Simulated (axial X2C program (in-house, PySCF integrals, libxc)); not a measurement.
NaBr⁺: from Re and ωe to a spectrum

A bond curve at the PBE0 level, two-component, was computed with an in-house all-electron X2C program for linear molecules (integrals from PySCF) (basis Br dyall-cv3z [8s9p6d4f1g], Na dyall-cv3z [9s8p5d2f] (cores contracted in-house)) for the state Ω = 3/2 (⟨Sz⟩ = 0.50, ⟨Lz⟩ = 1.00 at PBE0). Its fit gives Re = 2.8992 Å, ωe = 145.7 cm⁻¹, ωexe = 2.01 cm⁻¹ and αe = 1.647e-03 cm⁻¹; the masses are 78.9183 and 22.9898 u. Two-component means X2C with spin–orbit coupling and atomic mean-field Coulomb and Gaunt terms.

Question: Find the reduced mass, Be and the force constant.

Answer: From the PBE0 values: μ = 17.8035 u. Be = 16.8576/(μ Re²) = 0.1127 cm⁻¹. k = 5.8918×10⁻⁷ μ ωe² = 0.223 mdyn/Å.

Question: Estimate De from a Morse curve and compare with the computed well depth of 0.401 eV to Br + Na+.

Answer: De(Morse) = ωe²/(4ωexe) = 0.327 eV against 0.401 eV computed, a ratio of 0.82. The extrapolation falls short: long-range attraction (ionic or ion–induced dipole) or a change of character along the curve can cause this.

Question: Estimate the centrifugal constant by the Kratzer relation.

Answer: D = 4Be³/ωe² = 2.69e-07 cm⁻¹.

Question: A Morse curve ties αe to the other constants (Pekeris). How well does that hold?

Answer: αe(Morse) = 6Be²/ωe × (√(ωexe/Be) − 1) = 1.685e-03 cm⁻¹; the PBE0 curve gives 1.647e-03 cm⁻¹, a ratio of 1.02.

Question: Where do the fundamental and the first overtone lie?

Answer: ν(1←0) = ωe − 2ωexe = 141.7 cm⁻¹; ν(2←0) = 2ωe − 6ωexe = 279.3 cm⁻¹.

Occupations by symmetry block were frozen at the best pattern of an incomplete PBE0 search. De is counted from the lowest determinant-based energies of the atoms at the same level, without counterpoise correction. Density functionals use the spin component along the axis (collinear). Other states lie close and PBE0, whose exact exchange favours high spin, may order them wrongly; the determinant shown need not be the ground state. The nearest other 2c determinant of the search, Ω = 1/2, lies 0.24 eV up at the distance of the search. The functionals have no current-density term, which raises determinants with orbital currents, atoms included. The atomic limit has a lower orbital projection than the molecule and lies lower at mean-field level, so De may be about a tenth of an eV too small.
